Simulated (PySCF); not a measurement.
# Frontier orbitals and the lowest excitations

C2H5NOSi.
SMILES with atom numbers: `[SiH3:1][O:2][C@H:3]1[CH:4]=[N:5]1` (hydrogens: H6, H7, H8 on Si1; H9 on C3; H10 on C4)

Cartesian coordinates in Å at the PBE0-D3(BJ)/def2-SVP level; atoms count from 1:
```xyz
10
C2H5NOSi angstrom
Si     1.1606   -0.0875    0.2937
O     -0.1777    0.7507    0.8574
C     -1.4323    0.2606    1.1171
C     -2.1104   -0.6658    0.2495
N     -1.6258   -1.2065    1.2828
H      2.1905    0.9593    0.0626
H      1.6522   -1.0870    1.2851
H      0.8468   -0.7878   -0.9899
H     -1.9738    0.9237    1.8018
H     -2.6391   -0.9754   -0.6573
```

Method used: PySCF 2.14.0, density-fitted response routines, TDDFT wB97X-D/def2-SVPD, vertical, gas phase, core orbitals frozen in the response.

Kohn–Sham orbitals with the atoms that hold most of them (Löwdin shares over 4%, at most four atoms; ? is withheld):

```tsv
orbital	ε (eV)	atoms
HOMO-3	-11.55	N5 30%, C4 20%, C3 12%, Si1 10%
HOMO-2	-11.44	Si1 21%, N5 19%, H7 15%, O2 12%
HOMO-1	-11.10	O2 35%, Si1 22%, H8 16%, H6 10%
HOMO	?	?
LUMO	0.83	?
LUMO+1	2.12	Si1 41%, H8 13%, H7 13%, O2 12%
LUMO+2	2.27	Si1 47%, C4 13%, H8 9%, H6 8%
```

Problem. Which atoms hold the HOMO, and with what shares?

Solution. O2 (bonded to C and Si) 27%; N5 (bonded to 2 C) 27%; C3 (bonded to C, N, O and H) 17%; C4 (bonded to C, N and H) 16%. By element: carbon 33%, oxygen 27%, nitrogen 27%.

Problem. Which atoms hold the LUMO, and with what shares?

Solution. C4 (bonded to C, N and H) 41%; N5 (bonded to 2 C) 38%; H10 (bonded to C) 8%; C3 (bonded to C, N, O and H) 6%. By element: carbon 47%, nitrogen 38%, hydrogen 8% or more.

Problem. What is the HOMO energy, and the HOMO–LUMO gap?

Solution. ε(HOMO) = -9.34 eV; the gap is 10.17 eV (0.3739 hartree).

Problem. The HOMO–LUMO gap is 10.17 eV. Where does the response calculation put the lowest singlet, and from which orbitals?

Solution. S1 is at 4.59 eV (f = 0.0002), 5.59 eV below the gap, made of HOMO→LUMO (95%). Without the coupling terms of the response equations the lowest excitation would equal the gap.

Problem. Give energy, strength and leading configuration of S1 and S3, and follow the Löwdin shares of the leading atoms from the occupied to the empty orbital.

Solution. 
- S1 (4.59 eV, f 0.0002), HOMO→LUMO (95%): O2 27% → at most 6%, N5 27% → 38%, C4 16% → 41%
- S3 (7.11 eV, f 0.0014), HOMO→LUMO+1 (79%): O2 27% → 12%, N5 27% → at most 13%, Si1 at most 14% → 41%, H8 at most 14% → 13%

Time: 34 s of wall time. Hardware: one thread of an x86-64 server, on a shared host.

One conformer stands for the species.
